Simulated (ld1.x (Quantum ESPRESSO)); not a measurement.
The numbers below are computed, except where a source is named.
Potentials for I compared

Generated with ld1.x 7.5 (TM, RRKJ, ultrasoft, PAW), atompaw 4.2 or ONCVPSP 4.0.1. The cutoff is in Ry: for ld1.x and atompaw files where the sum of valence levels is converged to 10 mRy in a Bessel basis, for ONCV files where the hardest occupied wave has 1 mHa per electron of residual kinetic energy. The error is the largest all-electron minus pseudo excitation energy over each file’s own four to seven test configurations (ionisations up to +4, promotions, holes and added fractions of an electron), all of which were solved. The labels leave out finer settings (local radius, basis sizes, second energies), which also bear on the numbers. Spin-polarised tests are not counted. The rows are a selection from randomly drawn settings: files with unsolved tests, undetermined cutoffs or missed reference levels are left out.

A true bound ghost makes a file unfit for plane-wave use even where its test errors are small: the radial tests pick states by their node count and pass the ghost by.

| potential | cutoff (Ry) | largest error (meV) | bound ghosts |
| --- | --- | --- | --- |
| TM semilocal, PBE, scalar-relativistic, rc 1.85/1.60/1.55 (spd), local p, core correction no, reference 4d10 5s2 5p5 | 100 | +58 | none |
| PAW, PW91, scalar-relativistic, rc 1.75/1.85/1.40 (spd), local smoothed, core correction yes, reference 4d10 5s2 5p5 | 80 | -178 | s |
| RRKJ, PBE, fully relativistic, rc 1.50/1.60/1.10 (spd), local s, core correction no, reference 4d10 5s1.75 5p5.25 | 110 | -342 | none |
| PAW, LDA (PZ), scalar-relativistic, rc 1.75/2.30/1.30 (spd), local smoothed, core correction yes, reference 4d10 5s2 5p5 | 100 | +68 | none |

(1) Fill in the row for I: TM, BLYP, fully relativistic, rc 1.60/2.15/1.85 (spd), local s, core correction yes, reference 5s2 5p4.5.

Results:

(1) cutoff 35 Ry, largest error -26 meV, bound ghosts: d3/2, d5/2.
